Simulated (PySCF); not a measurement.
# Electron affinity of As by level of theory

As- [Ar] 3d10 4s2 4p4 (3P) → As [Ar] 3d10 4s2 4p3 (4S), as a difference of total energies. Calculation: PySCF 2.14, in aug-cc-pVQZ-DK (8s7p5d3f2g, 93 functions); scalar relativity by spin-free X2C-1e. Correlated levels: valence: [Ar] 3d10 frozen. The calculations carry no spin-orbit coupling.

| method | electron affinity (eV) | plus first-order spin-orbit estimate | error of that sum (eV) |
| --- | --- | --- | --- |
| UHF | -0.295 | -0.228 | -1.032 |
| MP2 (valence) | 0.531 | 0.599 | -0.205 |
| SCS-MP2 (valence) | 0.606 | 0.674 | -0.130 |
| CCSD (valence) | 0.615 | 0.682 | -0.122 |
| CCSD(T) (valence) | 0.682 | 0.749 | -0.055 |

Reference: 0.804 eV (measured; photodetachment measurements, as compiled on the Wikipedia data page of electron affinities).

A first-order spin-orbit estimate (lowest level to lowest level, LS coupling) adds 0.068 eV.

Errors of the correlated levels include the incompleteness of this basis and the frozen core.

A negative affinity means that the anion lies above the atom at that level of theory.
